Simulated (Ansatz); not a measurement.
**What each rung costs, and what it gives**

Saddle point of GeNH$_{4}$F, closed shell (GeNH₄F ([NH2][GeH2][F]) → GeNH₃ ([NH][GeH2]) + HF; bonds formed: F2–H4; bonds broken: Ge1–F2, N3–H4), PBE0-D4/def2-TZVP structure:

```json
{"atom": "Ge1", "x (Å)": "-0.5937", "y (Å)": "-0.2713", "z (Å)": "0.4285"}
{"atom": "F2", "x (Å)": "1.6856", "y (Å)": "-0.5022", "z (Å)": "0.0124"}
{"atom": "N3", "x (Å)": "-0.2604", "y (Å)": "0.5910", "z (Å)": "-1.0371"}
{"atom": "H4", "x (Å)": "1.1593", "y (Å)": "0.0435", "z (Å)": "-0.6769"}
{"atom": "H5", "x (Å)": "-0.7539", "y (Å)": "-1.7882", "z (Å)": "0.3749"}
{"atom": "H6", "x (Å)": "-0.8900", "y (Å)": "0.3301", "z (Å)": "1.8166"}
{"atom": "H7", "x (Å)": "-0.3468", "y (Å)": "1.5973", "z (Å)": "-0.9183"}
```

Barriers are electronic and count from the start structure reached by relaxing down the imaginary mode.

Program: Ansatz 0.2.0. Basis: as named in each row. Cores are frozen in the correlated methods. Filled d shells of the heavier atoms are correlated. The def2 sets are not built for correlating such inner shells, so the correlated values are less sure here. B3LYP uses VWN-RPA correlation. Extrapolation: Hartree–Fock as exp(−7.88 √X), correlation as X^−2.97.

Times are rough, for one single point on 2 threads of a shared host (Arm Neoverse V1).

The estimate by CCSD(T) at an estimated basis limit (MP2 extrapolated from triple and quadruple zeta, plus CCSD(T) − MP2 in triple zeta) is 2.859 eV.

```
      method       basis  time (s)  barrier (eV)  method less estimate
          HF      STO-3G   under 1         4.551                 1.693
       SPW92    def2-SVP   under 1         2.455                -0.404
      PBE-D4      STO-3G   under 1         2.185                -0.674
      PBE-D4    def2-SVP         1         2.494                -0.365
       SPW92  def2-TZVPP         1         2.464                -0.395
    B3LYP-D4       6-31G         1         3.140                 0.282
     PBE0-D4    def2-SVP         1         2.795                -0.064
      PBE-D4  def2-TZVPP         2         2.511                -0.348
     BLYP-D4  def2-TZVPP         2         2.532                -0.327
     PBE0-D4  def2-TZVPP         2         2.813                -0.045
    BHLYP-D4  def2-TZVPP         3         3.121                 0.262
    B3LYP-D4  def2-TZVPP         3         2.784                -0.075
CAM-B3LYP-D4  def2-TZVPP         3         2.925                 0.066
   r2SCAN-D4  def2-TZVPP         4         2.783                -0.075
     CCSD(T)    def2-SVP         4         2.894                 0.036
  r2SCAN0-D4  def2-TZVPP         4         2.969                 0.110
  RPA on PBE  def2-TZVPP         4         2.801                -0.058
      B2PLYP  def2-TZVPP         4         2.834                -0.024
    PBE-QIDH  def2-TZVPP         5         2.976                 0.117
     wB97M-V    def2-SVP         6         2.864                 0.005
     wB97X-V  def2-TZVPP         8         2.981                 0.122
      B97M-V  def2-TZVPP         8         2.895                 0.037
     wB97M-V  def2-TZVPP         8         2.882                 0.023
         MP2  def2-QZVPP        16         2.840                -0.019
     CCSD(T)  def2-TZVPP        55         2.894                 0.036
```

All methods are single points on the PBE0-D4 structures.

The T1 diagnostic stays at or below 0.019. The restricted Hartree–Fock reference is unstable towards an unrestricted one at one or more of these structures.

Labels in which every atom is bracketed show which atoms are joined, not bond orders.
